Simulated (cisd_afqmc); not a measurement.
Input (AFQMC/CISD/cc-pV(D+d)Z; cisd_afqmc is a phaseless AFQMC code with CISD trial states that reads the integrals written by Ansatz): A basis named .json is the Basis Set Exchange file of that set.

Ansatz 0.2 input:
```python
import cisd_afqmc

open("ham.yaml", "w").write("""\
crystal:
  periodic: [false, false, false]
  atoms:
    - {symbol: Al, position_ang: [0.01629927, -0.34360824, -0.62809163]}
    - {symbol: H, position_ang: [-1.30708265, -0.47271310, -1.48976614]}
    - {symbol: H, position_ang: [1.36116420, -0.95872202, -1.19633799]}
    - {symbol: C, position_ang: [-0.02332727, 0.58583359, 1.09115727]}
    - {symbol: H, position_ang: [-0.07890937, 1.66838301, 0.92777405]}
    - {symbol: H, position_ang: [0.86152851, 0.39574452, 1.70152776]}
    - {symbol: H, position_ang: [-0.90862759, 0.31921312, 1.67504988]}
basis:
  gaussian:
    orbitals: cc-pV_D+d_Z.json
magnetization: {spin_polarized: false}
correlation: {method: ccsd, electrons: outside_noble_gas, hamiltonian_folder: ham}
""")
rep = cisd_afqmc.ansatz("ham.yaml")
e_ccsd = rep["correlation"]["coupled_cluster"]["energy"]["hartree"]
out = cisd_afqmc.run("ham", e_ccsd, trial="CISD", walkers=100, populations=8, threads=8, dt=0.005, steps=40, early=24, settle=10, least=32,
    cut=5e-5, rank_cut=2e-4, target=0.0004, seconds=1500, seed=1, memory=17280, gpu=False)
```

Output:

```
orbitals 56, occupied [6], factors 331 of 593, rank of the doubles 123 of 300
E(HF) = -282.685185
E(CCSD) on the cut factors = -282.942169, shift to the whole factors -0.000016
Energy of the trial state on the determinant = -282.942149
  tau behind 7.2 of longer steps, mean of the populations' last blocks
   2.0  -282.94856
   4.0  -282.94836
   6.0  -282.94874
   8.0  -282.94867
blocks 301 (0 outliers left out), error by blocks joined: 1: 0.00016, 2: 0.00020, 4: 0.00024, 8: 0.00030, 16: 0.00030
E(AFQMC/CISD) = -282.94884 +/- 0.00030
```
